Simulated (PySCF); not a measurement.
**Radial density of Ca⁺ (calcium, charge +1)**

MN15, [Ar] 4s1, 2S determinant. All numbers are calculated (PySCF 2.14, the spin-free X2C one-electron Hamiltonian (Gaussian nucleus), in Sapporo-DKH3-DZP-2012 (6s5p1d, 26 functions)).

| r (bohr) | 4πr²ρ (e/bohr) | 4πr²(ρα − ρβ) |
| --- | --- | --- |
| 0.00105 | 0.09568 | 0.0000 |
| 0.00176 | 0.2447 | 0.0001 |
| 0.00296 | 0.6250 | 0.0003 |
| 0.00498 | 1.557 | 0.0008 |
| 0.00838 | 3.679 | 0.0018 |
| 0.0141 | 8.020 | 0.0039 |
| 0.0237 | 15.11 | 0.0068 |
| 0.0399 | 22.21 | 0.0082 |
| 0.0671 | 22.42 | 0.0029 |
| 0.113 | 17.17 | -0.0035 |
| 0.190 | 21.66 | 0.0121 |
| 0.319 | 22.13 | 0.0151 |
| 0.537 | 7.709 | 0.0076 |
| 0.904 | 7.636 | 0.0535 |
| 1.52 | 4.360 | 0.0085 |
| 2.56 | 0.6540 | 0.2762 |
| 4.30 | 0.2460 | 0.2438 |
| 7.23 | 0.01330 | 0.0133 |
| 12.2 | 1.916e-05 | 0.0000 |

Densities and radii are taken from the X2C orbitals without a picture-change correction, which distorts them close to the nucleus.

**Question.** Where is the radial spin density 4πr²(ρα − ρβ) most negative, and why is it negative at all?

**Answer.** Around r = 0.113 bohr, down to -0.0035 e/bohr: exchange with the open shell polarises the paired shells in an unrestricted calculation.
